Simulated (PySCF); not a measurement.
C3H7NOSi, SMILES O[SiH2][C@@H](C)C#N.

Geometry: B3LYP-D3(BJ)/def2-SVP. The structure was generated by enumeration; whether it is a known compound was not checked. One conformer was computed; it need not be the lowest.

Calculation: TDDFT-LC-ωPBE/def2-SVPD in PySCF.

Vertical excitations. 

| state | energy (eV) | λ (nm) | f | main pairs |
|---|---|---|---|---|
| S1 | 7.40 | 168 | 0.002 | HOMO→LUMO+3 23 %, HOMO→LUMO+1 20 %, HOMO→LUMO+5 6 %, HOMO→LUMO+7 5 % |
| S2 | 7.75 | 160 | 0.022 | HOMO→LUMO 29 %, HOMO→LUMO+4 12 %, HOMO→LUMO+2 10 %, HOMO→LUMO+1 9 % |
| S3 | 7.97 | 156 | 0.016 | HOMO→LUMO+2 14 %, HOMO→LUMO 12 %, HOMO−2→LUMO+2 7 %, HOMO−2→LUMO+4 7 % |
| S4 | 8.05 | 154 | 0.006 | HOMO−2→LUMO+2 22 %, HOMO−2→LUMO+4 16 %, HOMO→LUMO 13 % |
| S5 | 8.52 | 146 | 0.004 | HOMO−1→LUMO 37 %, HOMO→LUMO 17 %, HOMO−1→LUMO+1 15 %, HOMO→LUMO+2 6 % |
| S6 | 8.68 | 143 | 0.010 | HOMO→LUMO+1 41 %, HOMO→LUMO+3 20 % |
| S7 | 9.12 | 136 | 0.019 | HOMO−1→LUMO+3 19 %, HOMO−1→LUMO+2 13 %, HOMO→LUMO+3 9 %, HOMO→LUMO+6 7 % |
| S8 | 9.21 | 135 | 0.044 | HOMO→LUMO+2 16 %, HOMO−3→LUMO 12 %, HOMO−1→LUMO+1 8 %, HOMO−1→LUMO 7 % |
| S9 | 9.25 | 134 | 0.132 | HOMO→LUMO+2 18 %, HOMO→LUMO+4 14 %, HOMO−3→LUMO+2 8 %, HOMO−1→LUMO+2 7 % |
| S10 | 9.45 | 131 | 0.004 | HOMO−4→LUMO+3 18 %, HOMO−3→LUMO+3 10 %, HOMO−3→LUMO+1 7 %, HOMO−4→LUMO+1 6 % |
| T1 | 6.14 | 202 | 0 | HOMO→LUMO+2 14 %, HOMO→LUMO+4 11 %, HOMO−2→LUMO+3 11 %, HOMO−2→LUMO+7 5 % |
| T2 | 6.69 | 185 | 0 | HOMO→LUMO+3 12 %, HOMO→LUMO+1 11 %, HOMO−2→LUMO+2 8 %, HOMO−2→LUMO+4 6 % |
| T3 | 6.72 | 185 | 0 | HOMO−2→LUMO+3 15 %, HOMO→LUMO+2 10 %, HOMO−2→LUMO+1 8 %, HOMO−2→LUMO+7 7 % |
| T4 | 7.46 | 166 | 0 | HOMO→LUMO 37 %, HOMO−1→LUMO 16 %, HOMO→LUMO+1 13 %, HOMO−1→LUMO+1 7 % |
Triplets are in the Tamm–Dancoff approximation, which puts them higher than full response would, so one can lie above its singlet here.
